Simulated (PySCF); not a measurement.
## La(OH)₃: fields on a plane

These are results of PBE0 in PySCF with La def2-SVP with ECP46, O def2-SVP, H def2-SVP; scalar-relativistic core potentials, no spin–orbit coupling; density-fitted integrals, not measurements.

The singlet minimum has La–O 2.181 Å (×3), O–H 0.957 Å (×3); H–O–La 170.3° (×3), O–La–O 115.5° (×3).

The plane holds La1 at (0.00, 0.00), O2 at (2.18, 0.00), O3 at (-0.94, 1.97), H5 at (3.12, 0.06), H6 at (-1.29, 2.85) Å. Columns run from x = -3.15 to 5.55 Å, rows from y = 5.25 (top) to -1.95 Å, in steps of 0.3 Å. Other isomers or separated fragments may lie lower. Core electrons replaced by a potential are absent, the electrostatic potential uses the reduced nuclear charge, and values within about 0.7 Å of such atoms have no physical meaning.

Give the electrostatic potential (V) (cut at 20 V). Lower edges of the bins (V): '0' -1.83, '1' -1.70, '2' -1.50, '3' -1.17, '4' -0.66, '5' 0.15, '6' 1.44, '7' 3.49, '8' 6.73, '9' 11.86; top 20.0.


```
444444444444444444444444444444
445555554444444444444444444444
455555555444444444444444444444
455555555444444444444444444444
455555555544444444444444444444
455556665544444444444444444444
455567776544344444444444444444
445568997533334444444444444444
445579997531233444444444444444
444468999730233444444444444444
443357999951234444344444444444
433237999964444443333444444444
432016999976665543233444444444
433103799888776541023444555444
443334678999987642234455555544
444455789999998756766666555554
444556899999999789998886655555
445567899999999899999997655555
445567899999999899999997655555
445567899999999789998776555554
444556789999998756665555555554
444455678999987641123445555444
444444567888876542012344444444
444433455677766543223344444444
444333334556665544333444444444
```

Give the electron density (e/Å³) (cut at 5 e/Å³). Every second row and column.


```
0.00 0.00 0.00 0.00 0.00 0.00 0.00 0.00 0.00 0.00 0.00 0.00 0.00 0.00 0.00
0.00 0.00 0.00 0.00 0.00 0.00 0.00 0.00 0.00 0.00 0.00 0.00 0.00 0.00 0.00
0.00 0.00 0.00 0.01 0.00 0.00 0.00 0.00 0.00 0.00 0.00 0.00 0.00 0.00 0.00
0.00 0.00 0.03 0.12 0.08 0.01 0.00 0.00 0.00 0.00 0.00 0.00 0.00 0.00 0.00
0.00 0.01 0.16 1.60 0.68 0.12 0.02 0.00 0.00 0.00 0.00 0.00 0.00 0.00 0.00
0.00 0.02 0.24 3.07 5.00 0.66 0.06 0.01 0.00 0.00 0.00 0.00 0.00 0.00 0.00
0.00 0.02 0.22 2.87 4.91 0.66 0.09 0.02 0.02 0.02 0.01 0.00 0.00 0.00 0.00
0.00 0.01 0.07 0.33 0.54 0.66 0.44 0.12 0.16 0.23 0.10 0.03 0.00 0.00 0.00
0.00 0.00 0.02 0.14 1.29 0.90 1.85 0.49 1.32 3.66 1.08 0.23 0.02 0.00 0.00
0.00 0.00 0.01 0.17 1.80 0.02 0.91 0.67 2.36 5.00 2.08 0.39 0.03 0.00 0.00
0.00 0.00 0.02 0.10 0.64 1.72 1.37 0.27 0.47 0.97 0.29 0.07 0.01 0.00 0.00
0.00 0.00 0.02 0.09 0.15 0.19 0.13 0.04 0.06 0.07 0.03 0.01 0.00 0.00 0.00
0.00 0.00 0.02 0.05 0.07 0.04 0.01 0.01 0.01 0.00 0.00 0.00 0.00 0.00 0.00
```
